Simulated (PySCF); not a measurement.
C3H5ClOSi, SMILES C1=COC[Si@@H]1Cl. Atoms are numbered in the order given.

```xyz
11

Cl    -1.9451    -0.7399     0.6610
Si    -0.3663    -0.2802    -0.6250
C      1.2660    -0.9537    -0.1375
C      2.0336     0.0969     0.2462
O      1.6066     1.3696     0.1889
C      0.2781     1.5005    -0.3723
H     -0.8867    -0.5561    -1.9903
H      1.6477    -1.9725    -0.0598
H      3.0562     0.0391     0.6383
H     -0.3171     2.1180     0.3182
H      0.3751     2.0535    -1.3226
```

Geometry: r2SCAN-D4/def2-SVP. The structure was generated by enumeration; whether it is a known compound was not checked. One conformer was computed; it need not be the lowest.

Method: r2SCAN-D4/def2-SVP run with PySCF 2.14.0.

Frequencies are harmonic and unscaled.

Computed vibrational spectrum:
```tsv
mode	ν (cm⁻¹)	IR (km/mol)	moving atoms (share of kinetic energy)
1	96	1.4	C 26 %, O 25 %, Cl 22 %, H 17 %, Si 10 %
2	160	1.7	C 26 %, Cl 26 %, Si 20 %, H 20 %
3	225	2.6	C 31 %, H 27 %, Cl 18 %, Si 12 %, O 11 %
4	417	3.1	C 39 %, Cl 20 %, H 19 %, O 14 %, Si 9 %
5	473	46.6	Si 33 %, C 32 %, H 15 %, O 13 %
6	554	80.9	Si 45 %, Cl 21 %, C 18 %, O 9 %
7	632	7.1	H 54 %, C 32 %, Si 11 %
8	674	29.5	C 36 %, H 30 %, Si 26 %
9	733	25.5	H 76 %, C 18 %
10	747	26.2	H 70 %, C 25 %
11	762	9.2	C 51 %, H 31 %, Si 15 %
12	860	177.8	H 82 %, Si 9 %
13	867	13.7	C 48 %, H 33 %, O 10 %, Si 10 %
14	921	40.3	C 47 %, O 39 %, H 13 %
15	965	2.1	H 72 %, C 28 %
16	1035	53.8	H 59 %, C 20 %, O 19 %
17	1190	71.3	H 56 %, C 38 %
18	1210	6.0	H 90 %
19	1289	32.2	H 61 %, O 24 %, C 14 %
20	1338	18.5	H 57 %, C 40 %
21	1431	11.2	H 89 %, C 8 %
22	1606	193.2	C 86 %, H 11 %
23	2247	116.8	H 97 %
24	3056	9.3	H 94 %
25	3130	3.0	H 90 %, C 10 %
26	3180	10.2	H 92 %, C 8 %
27	3241	1.7	H 91 %, C 9 %
```
